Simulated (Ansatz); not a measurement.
System: Se, charge 0, triplet.

Hartree-Fock and CCSD correlation energies in hartree (Ansatz, a first-principles code). Open shells are spin-unrestricted; no spin-orbit coupling. Cores are frozen in correlated methods (noble-gas shells, and filled d and f shells in the p block). No relativity.

```tsv
basis	X	E(HF)	E(corr, CCSD)
cc-pVTZ	3	-2399.87209	-0.11870
cc-pVQZ	4	-2399.87500	-0.12750
cc-pV5Z	5	-2399.87534	withheld
```

Problem. Fit E(corr) = E∞ + A/X³ to X = 3 and 4, predict X = 5, and compare with the run.

Solution. A = (-0.11870 - (-0.12750))/(1/27 - 1/64) = 0.4110; E∞ = -0.12750 - A/64 = -0.13392; at X = 5, E∞ + A/125 = -0.13063. The run gave -0.13052, 0.11 mEh above the prediction. The same form on X = 4 and 5 gives E∞ = -0.13369, 0.23 mEh above the first estimate.
